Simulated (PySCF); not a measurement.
SMILES F[C@@H]1C[Si@@H]1Br, C2H4BrFSi

Molfile (atoms numbered from 1):
```
C2H4BrFSi
     RDKit          3D

  9  9  0  0  0  0  0  0  0  0999 V2000
   -0.6415    1.0979   -1.5660 F   0  0  0  0  0  0  0  0  0  0  0  0
   -0.3961   -0.0665   -0.8884 C   0  0  2  0  0  0  0  0  0  0  0  0
   -0.7858   -0.0524    0.6018 C   0  0  0  0  0  0  0  0  0  0  0  0
    1.0616   -0.2184    0.3072 Si  0  0  2  0  0  4  0  0  0  0  0  0
    2.3014    1.5654    0.6773 Br  0  0  0  0  0  0  0  0  0  0  0  0
   -0.7581   -0.8959   -1.4876 H   0  0  0  0  0  0  0  0  0  0  0  0
   -1.1779    0.8964    0.9458 H   0  0  0  0  0  0  0  0  0  0  0  0
   -1.3976   -0.8787    0.9348 H   0  0  0  0  0  0  0  0  0  0  0  0
    1.8075   -1.4419    0.4499 H   0  0  0  0  0  0  0  0  0  0  0  0
  1  2  1  0
  2  3  1  0
  3  4  1  0
  4  5  1  0
  4  2  1  0
  2  6  1  6
  3  7  1  0
  3  8  1  0
  4  9  1  6
M  END
```

Method used: TDDFT B3LYP/def2-SVPD circular dichroism and optical rotation, one conformer, gas phase (PySCF 2.14.0). Geometry: GFN2-xTB.

The calculation is non-relativistic, which matters for the atoms heavier than Zn. States above about 7.0 eV (minus the energy of the highest occupied orbital) lie near or above the ionisation threshold and depend on the basis. Singlets 11 and 12 lie within 0.01 eV of each other, so their separate moments and overlaps can depend on how they mix.

**Question.** Assign R or S to each stereocentre.

**Answer.** C2 S, Si4 S.

**Question.** List the lowest 12 singlet excitations with oscillator and rotatory strengths.

**Answer.** Rotatory strengths R in 10⁻⁴⁰ esu² cm², velocity form and length form (origin at the centre of mass); f in length form.
| state | E (eV) | λ (nm) | f | R (velocity) | R (length) | main |
| --- | --- | --- | --- | --- | --- | --- |
| 1 | 4.96 | 250 | 0.001 | -0.3 | +1.4 | HOMO→LUMO 0.99 |
| 2 | 5.97 | 208 | 0.029 | -0.8 | -0.3 | HOMO→LUMO+1 0.55, HOMO−1→LUMO 0.41 |
| 3 | 6.20 | 200 | 0.062 | +57.9 | +57.3 | HOMO→LUMO+2 0.38, HOMO−1→LUMO 0.37 |
| 4 | 6.31 | 197 | 0.070 | -53.5 | -52.3 | HOMO→LUMO+2 0.57, HOMO→LUMO+1 0.17 |
| 5 | 6.59 | 188 | 0.031 | -6.7 | -7.2 | HOMO→LUMO+3 0.86 |
| 6 | 6.81 | 182 | 0.003 | +15.1 | +13.9 | HOMO−1→LUMO+1 0.79, HOMO→LUMO+4 0.16 |
| 7 | 6.82 | 182 | 0.013 | +4.6 | +4.1 | HOMO−2→LUMO 0.87 |
| 8 | 6.90 | 180 | 0.008 | +14.3 | +14.7 | HOMO→LUMO+4 0.66, HOMO−1→LUMO+1 0.14 |
| 9 | 7.06 | 176 | 0.009 | -5.6 | -5.6 | HOMO−3→LUMO 0.90 |
| 10 | 7.47 | 166 | 0.009 | +0.9 | +0.8 | HOMO−1→LUMO+2 0.83, HOMO→LUMO+5 0.10 |
| 11 | 7.50 | 165 | 0.003 | +10.5 | +10.1 | HOMO−2→LUMO+1 0.82 |
| 12 | 7.51 | 165 | 0.013 | +13.7 | +13.3 | HOMO→LUMO+5 0.65, HOMO→LUMO+6 0.15 |

For state 1 the two forms differ in sign, so the sign of R isn't settled.

Among the states computed, the strongest CD band (largest |R|) is state 3. The largest dissymmetry factor in size, g = 4R/(D+G), with D and G the electric and magnetic dipole strengths, is +0.054 for state 6 (velocity form, f = 0.003), among bands with |R| over 0.5. The mirror image has the same energies and oscillator strengths and all R with the opposite sign.
